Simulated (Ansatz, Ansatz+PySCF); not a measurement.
```xyz
2

Ti    0.0000    0.0000    0.0000
S     0.0000    0.0000    2.0800
```

Basis set: def2-SVP (spherical functions). Charge 0, multiplicity 3.

Computed with Ansatz (development build ahead of 0.2.0); each method stands on the lowest determinant of its kind that the runs found. Restricted functionals stand beside restricted open-shell atoms, which can lie above the unrestricted atoms usual in DFT and then raise those values.

Problem. Give the atomization energy at this shape (free ground-state atoms in the same class of orbitals less the molecule, no zero-point energy) of triplet TiS by PBE0 (unrestricted), PBE0 (restricted open-shell), UHF.

Solution.

```csv
method,atomization energy
PBE0 (unrestricted),4.85 eV
PBE0 (restricted open-shell),4.83 eV
UHF,1.59 eV
```

Caution for UHF: the unrestricted determinant is spin contaminated.
